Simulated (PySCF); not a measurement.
**Excitation energy of Be by level of theory**

Be [He] 2s2 (1S) → Be [He] 2s1 3s1 (3S), as a difference of total energies. Computed with PySCF 2.14 in aug-cc-pCVDZ, with no relativity, point nucleus. Correlated levels: valence: 1s2 frozen. The calculations carry no spin-orbit coupling.

| method | excitation energy (eV) |
| --- | --- |
| UHF | 5.357 |
| MP2 (valence) | 6.020 |
| SCS-MP2 (valence) | 6.195 |
| CCSD (valence) | 6.453 |

Errors of the correlated levels include the incompleteness of this basis and the frozen core.

With two correlated electrons CCSD is exact in that space.

**Question.** Which method comes closest to the reference value, and which is furthest?

**Answer.** The reference is 6.457 eV (measured; NIST levels). Closest: CCSD (valence) (error -0.004 eV); furthest: UHF (error -1.100 eV).
